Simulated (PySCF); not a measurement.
Hf(Me)3(H) (C₃H₁₀Hf), SMILES [CH3][HfH]([CH3])[CH3], multiplicity 1.

Coordinates come from a PBE0-D3(BJ)/def2-SVP optimisation. The spin state was assumed, not searched. The def2 effective core potentials stand for the cores of Hf; spin–orbit coupling is left out.

Two levels are set side by side: PBE/def2-TZVP (PySCF) and B3LYP/def2-TZVP (PySCF). Same geometry, gas phase. Differences are taken from unrounded values.

```csv
quantity,PBE
orbital gap (eV),4.59
highest occupied level (eV),-6.25
lowest empty level (eV),-1.66
dipole moment (D),0.99
mean polarisability (bohr³),87.9
```

**Question.** These are the PBE values. What does B3LYP give? (Estimate from the structure and the level; the computed values follow.)

**Answer.** 
```
quantity                     B3LYP  PBE minus B3LYP
---------------------------  -----  ---------------
orbital gap (eV)              6.39            -1.80
highest occupied level (eV)  -7.34             1.08
lowest empty level (eV)      -0.95            -0.72
dipole moment (D)             0.93             0.06
mean polarisability (bohr³)   84.7              3.3
```

PBE's occupied levels lie high since its potential decays too fast outside the molecule; exact exchange lowers them and widens the gap. Loosely held outer electrons make PBE densities more polarisable. Differences between two approximate levels are no errors against the true value.

Rough cost on one machine, each run with all the roots and properties that it gave: B3LYP against PBE within a factor of 2.
